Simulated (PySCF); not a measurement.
Species: trans-Sn(H2O)2Cl4.
Bonds: Sn1–O2, Sn1–O5, Sn1–Cl8, Sn1–Cl9, Sn1–Cl10, Sn1–Cl11. Hydrogens: H3, H4 on O2; H6, H7 on O5.

Method: PBE0-D3(BJ)/def2-SVP geometry optimisation, gas phase, def2 core potentials past Kr in PySCF 2.14.0; density fitting, grid level 1; the optimiser is geomeTRIC in internal coordinates, started from a GFN2-xTB structure with every atom displaced at random (about 0.03 Å).

Step 13: E = -60047.2914 eV
```
atom  x, y, z in Å  |  force x, y, z in eV/Å
Sn1    -0.0036   -0.0044    0.0095    0.003  -0.019  -0.073
O2     -0.0076   -0.0382    2.2861    0.000   0.029   0.030
H3     -0.8164    0.4334    2.5439   -0.023  -0.039   0.003
H4      0.7290    0.5221    2.5773    0.008   0.008   0.005
O5      0.0153    0.0233   -2.2751   -0.009  -0.040   0.011
H6     -0.7001   -0.5615   -2.5717    0.013   0.002   0.003
H7      0.8432   -0.4218   -2.5201    0.011   0.043   0.003
Cl8     2.3692   -0.2345   -0.0747    0.008  -0.007  -0.010
Cl9    -2.3744    0.2278    0.0541   -0.015   0.012   0.027
Cl10    0.2339    2.3554    0.2499    0.027   0.010  -0.015
Cl11   -0.2387   -2.3666   -0.2094   -0.022   0.003   0.016
```

Step 14: E = -60047.2988 eV
```
atom  x, y, z in Å  |  force x, y, z in eV/Å
Sn1    -0.0098    0.0024    0.0241    0.037  -0.111  -0.452
O2      0.0269   -0.0386    2.2556   -0.072   0.141   0.364
H3     -0.8497    0.3216    2.4789   -0.108  -0.179  -0.002
H4      0.6351    0.6781    2.4991    0.151   0.007   0.011
O5     -0.0206    0.0100   -2.2815    0.040  -0.153   0.015
H6     -0.5841   -0.7460   -2.5237    0.007   0.083   0.070
H7      0.8831   -0.2939   -2.4807   -0.007   0.138   0.033
Cl8     2.3480   -0.2874   -0.1629    0.039   0.013  -0.035
Cl9    -2.3626    0.2872    0.2097   -0.092   0.021   0.025
Cl10    0.2871    2.3496    0.3283    0.078   0.040  -0.081
Cl11   -0.3036   -2.3481   -0.2772   -0.072   0.000   0.051
```

Step 15: E = -60047.1445 eV
```
atom  x, y, z in Å  |  force x, y, z in eV/Å
Sn1    -0.0250    0.0072    0.0463    0.219  -0.361  -1.211
O2      0.1010    0.0096    2.2071   -0.296  -0.081   0.974
H3     -0.8637    0.0497    2.3728   -0.105  -0.424   0.149
H4      0.3096    0.9571    2.2995    0.557   0.268   0.097
O5     -0.0828   -0.0729   -2.2991    0.488  -0.068   0.105
H6     -0.1897   -1.0460   -2.3539   -0.328   0.151   0.069
H7      0.8824    0.0114   -2.4437   -0.222   0.221  -0.019
Cl8     2.2745   -0.4087   -0.3872    0.232   0.063   0.043
Cl9    -2.2986    0.4135    0.5691   -0.552   0.028  -0.143
Cl10    0.4290    2.3185    0.4370    0.082   0.368  -0.248
Cl11   -0.4869   -2.3044   -0.3783   -0.073  -0.166   0.185
```

Step 16: E = -60047.2851 eV
```
atom  x, y, z in Å  |  force x, y, z in eV/Å
Sn1    -0.0165    0.0042    0.0338    0.110  -0.205  -0.788
O2      0.0663   -0.0231    2.2289   -0.163   0.135   0.695
H3     -0.8703    0.1723    2.4250   -0.130  -0.309   0.021
H4      0.4832    0.8365    2.4130    0.319   0.068   0.009
O5     -0.0559   -0.0202   -2.2874    0.180  -0.173   0.023
H6     -0.4004   -0.9193   -2.4532   -0.098   0.147   0.111
H7      0.8999   -0.1239   -2.4601   -0.080   0.188   0.042
Cl8     2.3154   -0.3554   -0.2772    0.110   0.061  -0.001
Cl9    -2.3356    0.3576    0.3929   -0.263  -0.010  -0.059
Cl10    0.3583    2.3362    0.3742    0.081   0.146  -0.146
Cl11   -0.3947   -2.3300   -0.3203   -0.065  -0.046   0.092
```

**Question.** Estimate the geometry and energy of step 17. (The exact step hangs on the optimiser's Hessian estimate; all steps are aligned on step 16, rigid shifts and turns removed.)

**Answer.** E = -60047.3246 eV, largest force 0.497 eV/Å
```
atom  x, y, z in Å  |  force x, y, z in eV/Å
Sn1    -0.0110   -0.0013    0.0197    0.031  -0.086  -0.392
O2      0.0503   -0.0359    2.2479   -0.080   0.223   0.437
H3     -0.8681    0.2085    2.4665   -0.079  -0.215  -0.025
H4      0.5504    0.7662    2.4795    0.148  -0.036  -0.028
O5     -0.0377    0.0037   -2.2776   -0.001  -0.185  -0.025
H6     -0.4872   -0.8338   -2.4966    0.024   0.127   0.073
H7      0.8992   -0.1667   -2.4851   -0.027   0.111   0.051
Cl8     2.3346   -0.3359   -0.2269    0.056   0.036  -0.026
Cl9    -2.3516    0.3338    0.3006   -0.088  -0.020  -0.013
Cl10    0.3291    2.3450    0.2975    0.073   0.011  -0.065
Cl11   -0.3582   -2.3486   -0.2561   -0.057   0.035   0.011
```

The energy changes by -0.0395 eV. The first-order estimate −F·Δx gives -0.0677 eV and the mean of the old and new forces, exact on a quadratic surface, -0.0408 eV. The step makes an angle of 78° with the force vector and moves no atom by more than 0.129 Å.

The cost below is that of the whole optimisation. Hardware: Intel Xeon 6975P-C, one thread, on a shared host. Cost: 4.3 min wall, 0.63 GiB resident at most.
